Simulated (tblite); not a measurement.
C3H11ClGeSi.
Numbering: `[CH3:1][CH2:2][Ge@@H:3]([Cl:4])[CH2:5][SiH3:6]` (hydrogens: H7, H8, H9 on C1; H10, H11 on C2; H12 on Ge3; H13, H14 on C5; H15, H16, H17 on Si6)

Computed with GFN2-xTB (tblite), gas phase: L-BFGS steps from a force-field or distance-geometry start until the largest atomic force falls under 0.01 eV/Å.

The end geometry, which sets the zero of energy:
```
atom  x, y, z in Å
C1     -2.7804    0.0823   -0.2427
C2     -1.3416    0.5333   -0.0321
Ge3    -0.0949   -0.9935    0.2998
Cl4    -0.0197   -2.1673   -1.4642
C5      1.7628   -0.4746    0.7898
Si6     2.5332    0.8117   -0.3762
H7     -3.4340    0.9380   -0.4066
H8     -2.8502   -0.5747   -1.1078
H9     -3.1415   -0.4643    0.6274
H10    -0.9902    1.0776   -0.9103
H11    -1.2882    1.2195    0.8136
H12    -0.6796   -1.9356    1.3656
H13     2.3726   -1.3770    0.8009
H14     1.7458   -0.0908    1.8083
H15     1.7672    2.0598   -0.2836
H16     3.9116    1.0500    0.0608
H17     2.5201    0.3176   -1.7526
```

Question: These geometries come from the run, each turned onto the end geometry. Order them by energy, lowest first.
A.
```
atom  x, y, z in Å
C1     -2.7566    0.0821   -0.3644
C2     -1.4478    0.5526    0.2547
Ge3    -0.1022   -0.9201    0.3784
Cl4    -0.1260   -1.9895   -1.4531
C5      1.7619   -0.3708    0.7992
Si6     2.6103    0.6733   -0.5431
H7     -3.5290    0.8427   -0.2669
H8     -2.6191   -0.1367   -1.4207
H9     -3.1078   -0.8253    0.1257
H10    -1.0403    1.3837   -0.3220
H11    -1.6309    0.9171    1.2659
H12    -0.5828   -1.9403    1.4240
H13     2.3450   -1.2713    0.9874
H14     1.7247    0.1810    1.7370
H15     1.7885    1.8582   -0.8110
H16     3.9230    1.0847   -0.0354
H17     2.7820   -0.1096   -1.7657
```
B.
```
atom  x, y, z in Å
C1     -2.7753    0.0941   -0.2620
C2     -1.3430    0.5251    0.0248
Ge3    -0.0958   -1.0087    0.3210
Cl4    -0.0581   -2.1344   -1.4744
C5      1.7625   -0.4705    0.7879
Si6     2.5263    0.7977   -0.4063
H7     -3.4142    0.9620   -0.4363
H8     -2.8116   -0.5458   -1.1452
H9     -3.1865   -0.4692    0.5781
H10    -0.9626    1.1128   -0.8119
H11    -1.3139    1.1676    0.9055
H12    -0.6510   -1.9812    1.3791
H13     2.3813   -1.3660    0.8262
H14     1.7434   -0.0617    1.7962
H15     1.7338    2.0312   -0.3980
H16     3.8768    1.1016    0.0684
H17     2.5809    0.2575   -1.7631
```
C.
```
atom  x, y, z in Å
C1     -2.7588    0.1079   -0.3262
C2     -1.3931    0.5348    0.1930
Ge3    -0.0994   -0.9839    0.3611
Cl4    -0.1046   -2.0614   -1.4664
C5      1.7638   -0.4249    0.7836
Si6     2.5522    0.7291   -0.5026
H7     -3.4298    0.9633   -0.3942
H8     -2.6643   -0.3430   -1.3121
H9     -3.2093   -0.6281    0.3377
H10    -0.9574    1.2809   -0.4739
H11    -1.4995    1.0055    1.1710
H12    -0.5946   -2.0008    1.4067
H13     2.3732   -1.3211    0.8952
H14     1.7403    0.0670    1.7548
H15     1.6848    1.8916   -0.7135
H16     3.8371    1.1798    0.0373
H17     2.7523    0.0153   -1.7614
```
D.
```
atom  x, y, z in Å
C1     -2.6850    0.0125   -0.4087
C2     -1.5423    0.5216    0.4691
Ge3    -0.0786   -0.8228    0.3959
Cl4    -0.0886   -1.5284   -1.6069
C5      1.7059   -0.1346    0.8725
Si6     2.6518    0.5475   -0.6328
H7     -3.4994    0.7246   -0.5384
H8     -2.3174   -0.2310   -1.4045
H9     -3.0928   -0.9165   -0.0021
H10    -1.1840    1.5019    0.1407
H11    -1.8732    0.6705    1.5000
H12    -0.4701   -2.0771    1.1902
H13     2.2578   -0.9501    1.3405
H14     1.5469    0.6184    1.6442
H15     2.2445    1.9363   -0.8682
H16     4.0713    0.4075   -0.2960
H17     2.3462   -0.2684   -1.8055
```
E.
```
atom  x, y, z in Å
C1     -2.7887    0.0415   -0.4178
C2     -1.5836    0.4588    0.4104
Ge3    -0.0915   -0.8745    0.3853
Cl4    -0.0503   -1.7459   -1.5499
C5      1.7320   -0.1691    0.8351
Si6     2.7243    0.5765   -0.6150
H7     -3.5473    0.8193   -0.3723
H8     -2.5114   -0.1104   -1.4588
H9     -3.2206   -0.8850   -0.0428
H10    -1.2001    1.4102    0.0400
H11    -1.8907    0.6243    1.4443
H12    -0.4289   -2.0661    1.3058
H13     2.2836   -0.9905    1.2970
H14     1.6061    0.5910    1.6077
H15     2.2705    1.9610   -0.7847
H16     4.1455    0.5672   -0.2516
H17     2.5441   -0.1964   -1.8426
```

Answer: B (0.004 eV), C (0.012 eV), A (0.024 eV), E (0.078 eV), D (0.195 eV).

In the order of the answer:

| step | E above end (eV) | largest force (eV/Å) | rms force component (eV/Å) | rms distance from end (Å) | rms bond change (Å) | bond most changed (Å) |
| --- | --- | --- | --- | --- | --- | --- |
| 120 | 0.004 | 0.09 | 0.031 | 0.066 | 0.002 | C1–H8 +0.003 |
| 105 | 0.012 | 0.03 | 0.013 | 0.271 | 0.001 | C2–Ge3 +0.003 |
| 61 | 0.024 | 0.07 | 0.016 | 0.389 | 0.001 | Ge3–C5 -0.002 |
| 22 | 0.078 | 0.14 | 0.041 | 0.605 | 0.005 | Ge3–C5 +0.016 |
| 7 | 0.195 | 0.31 | 0.105 | 0.658 | 0.006 | Ge3–C5 -0.019 |

What follows is the cost of the whole relaxation. On an Arm Neoverse V1 with one thread, shared host, this took 1.1 s wall.
